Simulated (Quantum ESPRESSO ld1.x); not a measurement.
Values are calculated unless marked as measured or tabulated.
Question: Ne4+, 6 electrons, occupied as [He] 2s2 3p2 (not the ground configuration). Level of theory: scalar-relativistic Kohn-Sham, LDA (Slater exchange, Perdew-Wang correlation), spin-polarised, spherical densities, point nucleus; open shells are filled with parallel spins first (ld1.x of Quantum ESPRESSO 7.5). Some entries of the table are withheld. Estimate them.

orbital,occ.,eigenvalue (hartree),<r> (bohr),<1/r> (bohr^-1)
1s up,1,-36.7131,0.1579,9.614
1s down,1,-36.6823,0.1578,9.620
2s up,1,-5.86888,0.7218,2.043
2s down,1,-5.82627,0.7196,2.045
2p up,0,-5.20176,0.6454,(1)
2p down,0,-5.14926,0.6443,(2)
3s up,0,-1.92071,(3),0.7661
3s down,0,-1.78334,(4),0.7556
3p up,2,-1.72799,1.876,0.7344
3p down,0,-1.59239,1.907,0.7245

Answer: 
(1) 2p up <1/r> (bohr^-1): 1.977
(2) 2p down <1/r> (bohr^-1): 1.976
(3) 3s up <r> (bohr): 1.876
(4) 3s down <r> (bohr): 1.901
